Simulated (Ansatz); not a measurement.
**InF (SMILES [F][In]): methods side by side**

InF has 2 atoms, charge 0, and is taken as a singlet. As SMILES, `[F][In]`. Geometry: a GFN2-xTB relaxation, a rough one for these elements and not checked as a minimum.

```xyz
2

F     0.0000    0.0000    0.0000
In    0.0000    0.0000    2.0255
```

Each level gives the energy change with the F1–In2 bond stretched from 2.025 to 2.492 Å (eV). The values are calculated.

```tsv
level	kind	program	value (eV)	less CCSD(T)/STO-3G	CPU time (all runs)
HF/STO-3G (restricted)	Hartree–Fock	Ansatz	2.43	+0.44	0.69 s
SVWN5/STO-3G (restricted)	LDA	Ansatz	2.23	+0.24	1.6 s
BLYP/STO-3G (restricted)	GGA	Ansatz	2.05	+0.06	2.2 s
r2SCAN/STO-3G (restricted)	meta-GGA	Ansatz	2.16	+0.17	6 s
BHLYP/STO-3G (restricted)	global hybrid	Ansatz	2.35	+0.36	2.2 s
wB97M-V/STO-3G (restricted)	range-separated hybrid	Ansatz	2.38	+0.39	22 s
B2PLYP/STO-3G (restricted)	double hybrid	Ansatz	2.24	+0.25	3.2 s
MP2/STO-3G (restricted)	perturbation theory	Ansatz	2.27	+0.28	0.79 s
CCSD(T)/STO-3G (restricted)	coupled cluster or CI	Ansatz	1.99	0.00	0.96 s
CCSDT(Q)/STO-3G (restricted)	coupled cluster or CI	Ansatz	1.87	-0.12	1.8 s
```

Differences are taken from CCSD(T)/STO-3G (restricted) for orientation; it has basis-set and higher-order errors of its own. Its T1 diagnostic reaches 0.027, a sign that one reference may not serve. All-electron rows without a relativistic Hamiltonian named are non-relativistic. The first shape isn't each level's own minimum. The values span 1.87 to 2.43 eV. All rows use very small basis sets, so even the best lies far from the true value. In the correlated wave-function rows the outer d shell of In is correlated, in sets not made for it. CPU times are rough (shared hosts, several kinds of processor): they show what a rung costs within a factor of a few.
